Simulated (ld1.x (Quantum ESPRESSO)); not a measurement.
# Logarithmic derivatives: Be (Z = 4), TM

Be, norm-conserving Troullier–Martins (Kleinman–Bylander form), made with ld1.x (Quantum ESPRESSO) 7.5 (LDA (PZ), scalar-relativistic). Core none, reference 1s2 2s1.75 2p0.25. Waves: 1s (bound): rc 0.30 bohr; 2p (bound): rc 3.10 bohr. Local part: all-electron potential smoothed inside 2.80 bohr (lloc = -1). Core correction: none.

Occupied shells without a wave of their own: 2s. They enter only through the test configuration that unscreens the potential.

The phase is arctan(r·u′/u) with u = r·R(r), unwrapped; energies in Ry, scanned from -10 to 5 Ry. A pole is an energy at which the radial function vanishes at the test radius. The pseudo phase is shifted by a multiple of π to meet the all-electron one at the reference energy, and phase errors are pseudo minus all-electron; the curves can meet again beyond the range given. Levels narrower than the energy grid can be missing from the lists of poles.

```tsv
channel	radius (bohr)	reference energy (Ry)	poles, all-electron	poles, pseudo	unbroken range about the reference energy with phases within 0.05 rad	phase error 1 Ry above the reference energy (rad)
s	3.35	-7.74	-0.01, 3.50	0.32, 4.21	below -1.0	+0.000
p	3.35	-0.16	0.28, 3.16	0.28, 3.67	below 1.0	+0.027
```

A Bessel basis up to 400 Ry misses an occupied level by 0.07 Ry, so cutoffs and ghosts were not judged. The potential misses its own reference levels by up to 1.6 eV, so it is not fit for use.

Phases in the p channel:

```tsv
E (Ry)	all-electron	pseudo
-10.00	1.475	1.475
-9.52	1.473	1.473
-9.04	1.470	1.470
-8.56	1.467	1.467
-8.08	1.464	1.464
-7.60	1.461	1.461
-7.12	1.457	1.457
-6.64	1.453	1.453
-6.16	1.448	1.448
-5.68	1.443	1.443
-5.20	1.437	1.437
-4.72	1.430	1.430
-4.24	1.422	1.422
-3.76	1.412	1.412
-3.28	1.400	1.400
-2.80	1.384	1.384
-2.32	1.363	1.363
-1.84	1.333	1.334
-1.36	1.284	1.285
-0.88	1.181	1.182
-0.40	0.716	0.717
0.08	-1.382	-1.379
0.56	-1.723	-1.711
1.04	-2.006	-1.948
1.52	-3.294	-2.752
2.00	-4.385	-4.204
2.48	-4.593	-4.515
2.96	-4.684	-4.626
3.44	-4.748	-4.689
3.92	-4.810	-4.737
4.40	-4.899	-4.781
4.88	-5.113	-4.832
```
